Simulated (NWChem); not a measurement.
# C3H6O; SMILES C=COC

```xyz
10

C     -0.1035     1.8741     0.0040
C      0.3367     0.6146    -0.0044
O     -0.4870    -0.4504    -0.0055
C      0.1264    -1.7100    -0.0007
H     -1.1724     2.0974     0.0118
H      0.6110     2.6971     0.0024
H      1.4112     0.3826    -0.0123
H     -0.6731    -2.4624    -0.0028
H      0.7484    -1.8622     0.9000
H      0.7559    -1.8653    -0.8958
```
Atoms are numbered in this order, from 1.

Level: PBE0/def2-SVP (NWChem), optimised geometry, unscaled harmonic frequencies. 

| frequency (cm⁻¹) | IR intensity (km/mol) |
|---|---|
| 25 | 0.1 |
| 170 | 3.6 |
| 313 | 1.5 |
| 527 | 4.0 |
| 709 | 4.3 |
| 847 | 60.6 |
| 902 | 7.7 |
| 984 | 16.3 |
| 1130 | 13.9 |
| 1176 | 0.5 |
| 1199 | 74.6 |
| 1291 | 217.3 |
| 1337 | 48.2 |
| 1407 | 29.1 |
| 1468 | 7.4 |
| 1472 | 4.5 |
| 1480 | 29.8 |
| 1754 | 186.6 |
| 3018 | 74.8 |
| 3097 | 40.7 |
| 3149 | 15.6 |
| 3176 | 14.0 |
| 3193 | 0.5 |
| 3303 | 1.3 |

The zero-point energy is 53.1 kcal/mol, the thermal correction to the enthalpy at 298.15 K (with zero-point energy) comes out as 57.0 kcal/mol and the heat capacity Cv comes out as 16.3 cal/(mol K). The entropy at 298.15 K and 1 atm (symmetry number 1) is 73.1 cal/(mol K) and the dipole moment is 1.81 D.

Rigid rotor and harmonic oscillator; modes under 100 cm⁻¹ make the entropy uncertain.
